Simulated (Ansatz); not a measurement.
Molecular dynamics of H6C2S

input.yaml

```yaml
crystal:
  lattice:
    - [7.767253, 0.0, 0.0]
    - [0.0, 7.767253, 0.0]
    - [0.0, 0.0, 7.767253]
  atoms:
    - { symbol: S, position: [0.10692507, -0.01016824, 0.09928494] }
    - { symbol: H, position: [0.09361373, 0.00782566, 0.27298874] }
    - { symbol: H, position: [0.11316624, 0.16272059, 0.07819821] }
    - { symbol: S, position: [0.66324318, 0.27240685, 0.22347061] }
    - { symbol: H, position: [0.71302822, 0.10681454, 0.19885686] }
    - { symbol: H, position: [0.50155253, 0.2342099, 0.16835878] }
    - { symbol: S, position: [0.12041347, 0.66405946, 0.71524654] }
    - { symbol: H, position: [0.27671793, 0.58951799, 0.69853339] }
    - { symbol: H, position: [0.04176602, 0.50775566, 0.72915586] }
    - { symbol: C, position: [0.5688789, 0.92512378, 0.68281166] }
    - { symbol: C, position: [0.68278137, 0.80956667, 0.73605273] }
    - { symbol: H, position: [0.53109148, 1.03382083, 0.76353456] }
    - { symbol: H, position: [0.5090428, 0.91777207, 0.55441229] }
    - { symbol: H, position: [0.74542497, 0.81928007, 0.8622543] }
    - { symbol: H, position: [0.72438474, 0.70051081, 0.65509335] }
    - { symbol: C, position: [0.86343372, 0.19879924, 0.71824661] }
    - { symbol: C, position: [1.00750276, 0.19938254, 0.62749058] }
    - { symbol: H, position: [0.86079528, 0.15792879, 0.85422709] }
    - { symbol: H, position: [0.74050752, 0.23572148, 0.65971877] }
    - { symbol: H, position: [1.13120323, 0.15811209, 0.6832152] }
    - { symbol: H, position: [1.0076647, 0.23866656, 0.49173158] }
    - { symbol: C, position: [0.48066577, 0.66570558, 0.35130519] }
    - { symbol: C, position: [0.54106486, 0.74721576, 0.21399523] }
    - { symbol: H, position: [0.35626151, 0.59895682, 0.35010313] }
    - { symbol: H, position: [0.55176425, 0.66344681, 0.47274123] }
    - { symbol: H, position: [0.47037862, 0.74964556, 0.09175577] }
    - { symbol: H, position: [0.66475692, 0.81613294, 0.21822571] }
basis:
  ecutwfc: 420.0
kpoints:
  mp_grid: { grid: [1, 1, 1] }
hamiltonian:
  xc: lda
scf:
  occupations: { method: fermi_dirac, width: 0.02 }
  lower_state_search: "off"
md:
  timestep: 0.5
  n_steps: 300
  ensemble: nvt_langevin
  temperature: 250.0
  initial_velocities: maxwell_boltzmann
  seed: 728826
  friction: 0.02
```

Run as:

```bash
$ ansatz run input.yaml --threads 1 --pin off --max-ram 3072MiB --backend cpu --events-out ev --progress --plain --runs-dir out
```

It starts from a partly relaxed structure (largest force component 0.23 eV/Å).

Output, in part (step lines):

```
md step     0: t =     0.00 fs  T =   240.7 K  F+E_penalty+E_count = -4345.58196797 eV  E_kin = 0.840190 eV  (10 SCF iters)
md step     1: t =     0.50 fs  T =   230.6 K  F+E_penalty+E_count = -4345.56305414 eV  E_kin = 0.804870 eV  (8 SCF iters)
md step     2: t =     1.00 fs  T =   216.0 K  F+E_penalty+E_count = -4345.50779273 eV  E_kin = 0.753914 eV  (8 SCF iters)
md step     3: t =     1.50 fs  T =   200.3 K  F+E_penalty+E_count = -4345.42506802 eV  E_kin = 0.699044 eV  (8 SCF iters)
md step     4: t =     2.00 fs  T =   169.1 K  F+E_penalty+E_count = -4345.33497584 eV  E_kin = 0.590291 eV  (8 SCF iters)
md step     5: t =     2.50 fs  T =   144.4 K  F+E_penalty+E_count = -4345.26470411 eV  E_kin = 0.504072 eV  (5 SCF iters)
md step     6: t =     3.00 fs  T =   136.9 K  F+E_penalty+E_count = -4345.23033152 eV  E_kin = 0.477679 eV  (5 SCF iters)
md step     7: t =     3.50 fs  T =   130.5 K  F+E_penalty+E_count = -4345.22914132 eV  E_kin = 0.455551 eV  (5 SCF iters)
[... lines left out ...]
md step   300: t =   150.00 fs  T =   242.0 K  F+E_penalty+E_count = -4345.13217034 eV  E_kin = 0.844596 eV  (8 SCF iters)
```

The steps, from the saved trajectory:

| time (fs) | T (K) | potential energy less start (eV) |
| --- | --- | --- |
| 0.0 | 241 | 0.000 |
| 5.0 | 179 | 0.280 |
| 10.0 | 191 | 0.332 |
| 15.0 | 195 | 0.307 |
| 20.0 | 187 | 0.383 |
| 25.0 | 174 | 0.431 |
| 30.0 | 139 | 0.539 |
| 35.0 | 169 | 0.427 |
| 40.0 | 207 | 0.435 |
| 45.0 | 210 | 0.459 |
| 50.0 | 200 | 0.509 |
| 55.0 | 251 | 0.364 |
| 60.0 | 273 | 0.283 |
| 65.0 | 243 | 0.367 |
| 70.0 | 214 | 0.426 |
| 75.0 | 238 | 0.367 |
| 80.0 | 230 | 0.303 |
| 85.0 | 248 | 0.376 |
| 90.0 | 191 | 0.558 |
| 95.0 | 227 | 0.458 |
| 100.0 | 247 | 0.391 |
| 105.0 | 226 | 0.496 |
| 110.0 | 266 | 0.403 |
| 115.0 | 199 | 0.539 |
| 120.0 | 210 | 0.518 |
| 125.0 | 263 | 0.276 |
| 130.0 | 277 | 0.317 |
| 135.0 | 251 | 0.432 |
| 140.0 | 263 | 0.307 |
| 145.0 | 235 | 0.492 |
| 150.0 | 242 | 0.450 |

All steps were run. A run of 0.15 ps of so small a system gives no equilibrium averages. Limits of this set-up: coarse k mesh.

Mean squared displacements from the first frame to the last, about the centre of mass: S 0.07 Å², H 0.68 Å², C 0.15 Å².

Last frame:

```xyz
27
Lattice="7.7673 0.0000 0.0000 0.0000 7.7673 0.0000 0.0000 0.0000 7.7673" Properties=species:S:1:pos:R:3
S 0.867 0.157 0.765
H 0.919 1.234 1.608
H 0.173 0.662 -0.306
S 5.361 2.006 1.548
H 5.547 0.676 1.775
H 4.139 1.614 0.999
S 0.965 5.208 5.751
H 2.168 4.583 5.991
H 0.549 4.014 5.345
C 4.608 6.940 5.101
C 5.641 6.134 5.392
H 4.250 7.559 5.929
H 4.141 6.963 4.109
H 6.067 5.976 6.409
H 6.183 5.724 4.487
C 6.666 1.516 5.206
C 7.785 1.863 4.581
H 6.705 0.780 6.058
H 5.709 1.965 4.972
H 8.819 1.421 4.788
H 7.839 2.611 3.793
C 3.569 5.359 2.167
C 4.363 6.295 1.657
H 2.557 5.654 2.388
H 3.879 4.331 2.396
H 3.972 7.298 1.390
H 5.422 6.139 1.433
```

Run time: 4.5 min on 1 thread of Arm Neoverse V2, on a shared host, peak memory 0.39 GiB.
